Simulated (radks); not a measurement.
The numbers below are computed, except where a source is named.
Spherical quantum dot in the effective-mass picture: electrons in a hard-walled sphere of radius 1.69, all in effective atomic units (hartree* = m*/eps^2 hartree, bohr* = eps/m* bohr), one dielectric constant everywhere. Level of theory: non-relativistic Kohn-Sham, LDA (Slater exchange, Perdew-Wang correlation), spin-polarised, spherical densities (a radial shooting solver with Libxc functionals). Levels are named by radial order and angular momentum (1s, 1p, 1d, 2s, ...), and open shells are averaged over m.

N = 9, configuration 1s2 1p6 1d(up 1, down 0). This is the lowest configuration that the search found. Occupied and some empty levels:

level,occupation,eigenvalue (hartree*),<r> (bohr*)
1s up,1,8.9741,0.9460
1s down,1,9.0211,0.9440
1p up,3,10.398,1.059
1p down,3,10.452,1.058
1d up,1,12.419,1.133
1d down,0,12.476,1.132
2s up,0,14.230,0.8097
2s down,0,14.260,0.8105
1f up,0,14.962,1.186
1f down,0,15.020,1.186
2p up,0,17.627,0.9009
2p down,0,17.663,0.9009

Energy (hartree*): total 59.9329, kinetic 31.363, external 0, Hartree 35.070, exchange-correlation -6.5003.
